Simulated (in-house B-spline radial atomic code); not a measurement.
How numerical settings move a run on neutral phosphorus, [Ne] 3s2 3p3. Computed with a B-spline radial code for spherical atoms: scalar-relativistic (X2C) M06-2X, spherical fractional occupations, Fermi nucleus of rms radius 3.1889 fm.

Command:
```bash
python run_scf.py task.json out
```
Settings of the sound reference run:
```
Z                15
electrons        15
configuration    [Ne] 3s2 3p3
hamiltonian      x2c
method           m062x
spin_polarised   False
nucleus          fermi
rms_radius       3.1889
mass_number      31
atomic_mass      30.97376
speed_of_light   137.036
knot_spacing     0.22
spline_order     8
gauss_points     12
box_radius       50
max_iterations   70
damping          0.5
damped_steps     3
diis_vectors     10
tolerance        1e-08
start            Thomas-Fermi
```

Cost of the run: 0.37 s on 1 thread of Intel(R) Xeon(R) 6975P-C (shared host).

It converges in 10 iterations to -341.913676 hartree, with 3p at -5.6774 eV. The other runs change the listed settings, some to values that make no sense; their results aren't properties of the atom or ion. Radii are in bohr (the nuclear one in fm), a minus after a letter asks for a j subshell, and «unchanged» means within 1e-8 hartree. The run stops when the residual is below 10 × tolerance × max(1, Z/10), or a noise floor if that is larger, and the energy moves by less than 1e-8 × √|E| hartree; so very loose and very tight tolerances often act alike.

```tsv
changed settings	outcome
first_knot = 6.67e-06	converged in 9 iterations, energy +2.32e-04 hartree from the reference, 3p level -1.9e-02 eV (the program warns: states collapsed into the nucleus by a negative tau potential were left out of the aufbau)
first_knot = 0.0667	converged in 10 iterations, energy +2.74e-02 hartree from the reference, 3p level -6.5e-03 eV
damping = 0.95	converged in 11 iterations, energy unchanged, 3p level +7.9e-07 eV (the program warns: states collapsed into the nucleus by a negative tau potential were left out of the aufbau)
first_knot = 0.000667	converged in 10 iterations, energy +1.54e-04 hartree from the reference, 3p level -1.2e-02 eV
first_knot = 0.2	converged in 10 iterations, energy +2.40e-01 hartree from the reference, 3p level -8.4e-03 eV
first_knot = 0.00667	converged in 10 iterations, energy +4.41e-04 hartree from the reference, 3p level -2.3e-02 eV
damping = 0.2	converged in 9 iterations, energy unchanged, 3p level +1.7e-06 eV (the program warns: states collapsed into the nucleus by a negative tau potential were left out of the aufbau)
first_knot = 6.67e-05	converged in 10 iterations, energy +3.27e-04 hartree from the reference, 3p level -1.6e-02 eV
hamiltonian = dirac, method = hf, speed_of_light = 13.49805	converged in 12 iterations to -685.1833 hartree, a different physical problem
```

**Question.** What happens with max_iterations = 75, damping = 0, tolerance = 1e-13?

**Answer.** Converged in 10 iterations, energy unchanged, 3p level -4.6e-07 eV (the program warns: states collapsed into the nucleus by a negative tau potential were left out of the aufbau).

**Question.** What happens with max_iterations = 60, damped_steps = 1, start = bare nucleus?

**Answer.** Converged in 8 iterations, energy unchanged, 3p level +3.1e-06 eV (the program warns: states collapsed into the nucleus by a negative tau potential were left out of the aufbau).

**Question.** What happens with first_knot = 0.02?

**Answer.** Converged in 16 iterations, energy +2.67e-03 hartree from the reference, 3p level -2.4e-02 eV.

**Question.** What happens with max_iterations = 12, damping = 0.8, diis_vectors = 20?

**Answer.** Converged in 11 iterations, energy unchanged, 3p level +2.9e-07 eV (the program warns: states collapsed into the nucleus by a negative tau potential were left out of the aufbau).
